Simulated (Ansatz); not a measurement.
`C[SiH](O)[SiH3]` + H–F → `F[SiH3]` + `C[SiH2]O` at 700 K and 1 bar (cleavage of the Si–Si bond).

Calculated with Ansatz (gas phase, PBE0-D4/def2-TZVP geometries, no zero-point term in ΔE). CBS: MP2 limit from def2 TZ/QZ plus the TZ coupled-cluster correction, frozen cores. This one scheme is used for every species. One conformer a species, not always the lowest.

| species | CCSD(T)/CBS energy (Eh) | H − E (kJ/mol) | S (J/(mol·K)) |
| --- | --- | --- | --- |
| `C[SiH](O)[SiH3]` | -696.24702 | 310.4 | 495.7 |
| H–F | -100.39570 | 45.2 | 198.5 |
| `F[SiH3]` | -390.72345 | 108.4 | 291.4 |
| `C[SiH2]O` | -405.96945 | 239.4 | 390.4 |

H − E and S are ideal-gas, rigid-rotor, harmonic terms from PBE0-D4/def2-TZVP, for one conformer and one mirror image of each species. 1 Eh = 2625.50 kJ/mol, R = 8.31446 J/(mol·K).

Problem. By hand: ΔE, ΔH, ΔS and ΔG.

Solution. ΔE = (-390.72345) + (-405.96945) − (-696.24702) − (-100.39570) = -0.05018 Eh = -131.7 kJ/mol. Δ(H − E) = 108.4 + 239.4 − 310.4 − 45.2 = -7.8, so ΔH = -139.5 kJ/mol. ΔS = 291.4 + 390.4 − 495.7 − 198.5 = -12.4 J/(mol·K). ΔG = -139.5 − 700 × (-12.4)/1000 = -130.8 kJ/mol.

Problem. By hand: the equilibrium constant, and the temperature at which ΔG would vanish if ΔH and ΔS stayed fixed.

Solution. log₁₀ K = −ΔG/(RT ln 10) = 9.8. ΔG = 0 at ΔH/ΔS = 11250 K, far beyond where these terms or the molecules hold.

The number of gas molecules stays the same, so ΔS is small and ΔH decides. A doubt of 5 kJ/mol in ΔE shifts log₁₀ K by 0.4 here. Other conformers and mirror images would add mixing entropy, several J/(mol·K) or more a flexible species. These are equilibria of isolated gas molecules and say nothing of rates. Largest T1 diagnostic: 0.012 (customary marks: 0.02 for closed shells, 0.045 for open ones).
